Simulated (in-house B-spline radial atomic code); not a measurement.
The numbers below are computed, except where a source is named.
## Extrapolating the RPA correlation energy in partial waves: Kr8+

All-electron RPA on PBE orbitals from a B-spline radial code for spherical atoms, scalar-relativistic (spin-free one-electron X2C), finite nucleus, configuration [Ar] 3d10. With empty states up to angular momentum L the sums are:

| L | E_c(L) (hartree) |
| --- | --- |
| 4 | -1.884956 |
| 5 | -2.005178 |
| 6 | -2.063941 |
| 7 | -2.095055 |
| 8 | -2.112102 |

For large l each further wave adds A/(l + 1/2)⁴, because the basis must build the cusp where two electrons meet.

(1) Estimate the limit from L = 7 and L = 8.

(2) How good is the estimate?

Results:

(1) Wave 8 adds -0.017047, against a sum of (l + 1/2)⁻⁴ of 1.91569e-04, so A = -88.986. The sum over l > 8 is ζ(4, 9.5) = 4.5445e-04, close to 1/(3 × 9³) = 4.5725e-04. The tail is -0.040440 and the limit -2.15254 hartree.

(2) A run to L = 11 sums to -2.13271 and extrapolates to -2.14672 hartree, 1.03 millihartree from the run before, so it has not settled and is itself too deep. The estimate differs from that by -5.82 millihartree, while the bare sum at L = 8 misses 34.6 millihartree (1.6 %).
